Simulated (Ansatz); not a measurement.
Molecule: C₂H₅Br₂Si (charge 0, doublet). It need not be the lowest isomer of its formula. SMILES: [CH2][Si](C)(Br)Br
Geometry from a B3LYP-D3(BJ)/def2-TZVP (Ansatz, a program for electronic structure) optimisation:
```xyz
10

Si    -0.0584    -0.7275     0.1078
C     -1.6486    -1.5902     0.3378
C      1.4189    -1.8477     0.1685
Br     0.1392     0.8375     1.7024
Br    -0.1008     0.3273    -1.8712
H     -2.5956    -1.0649     0.3264
H     -1.7063    -2.6615     0.4946
H      1.3497    -2.6006    -0.6189
H      1.4676    -2.3499     1.1365
H      2.3372    -1.2786     0.0256
```
Charge 0, spin multiplicity 2.

Wanted: atomisation energy (electronic, to ground-state atoms), in kcal/mol. Cores are frozen in the correlated levels unless marked. Open shells are spin-unrestricted. Spin-orbit coupling is left out. Frozen are the shells of the preceding noble gas and the d and f shells that filled before the atom's block. Non-relativistic. The coupled-cluster limit lacks core correlation, which all-electron functionals hold. CBS(X,Y): correlation extrapolated as X^-3; Hartree-Fock from the larger set.

| level | program | atomisation energy (kcal/mol) |
|---|---|---|
| HF/STO-3G | Ansatz | 800.8 |
| HF/6-31G | Ansatz | 563.2 |
| HF/6-31G* | Ansatz | 626.3 |
| PBE/def2-TZVPD | Ansatz | 839.5 |
| BLYP/def2-TZVPD | Ansatz | 808.4 |
| B3LYP/def2-TZVPD | Ansatz | 818.6 |
| BHLYP/def2-TZVPD | Ansatz | 806.5 |
| r2SCANh/def2-TZVPD | Ansatz | 837.9 |
| CAM-B3LYP/def2-TZVPD | Ansatz | 825.0 |
| LC-wPBE/def2-TZVPD | Ansatz | 828.2 |
| wB97M-V/def2-TZVPD | Ansatz | 832.7 |
| RPA@PBE/def2-QZVPP | Ansatz | 777.3 |
| MP2/STO-3G | Ansatz | 865.4 |
| MP2/def2-TZVPP | Ansatz | 822.7 |
| MP2/def2-QZVPP | Ansatz | 835.8 |
| SCS-MP2/def2-TZVPP | Ansatz | 815.4 |
| SCS-MP2/def2-QZVPP | Ansatz | 829.8 |
| CCSD/6-31G | Ansatz | 672.6 |
| CCSD/def2-SVP | Ansatz | 773.7 |
| CCSD(T)/6-31G* | Ansatz | 751.5 |
| CCSD(T)/CBS(def2-TZVPP,def2-QZVPP) | Ansatz | 833.7 |
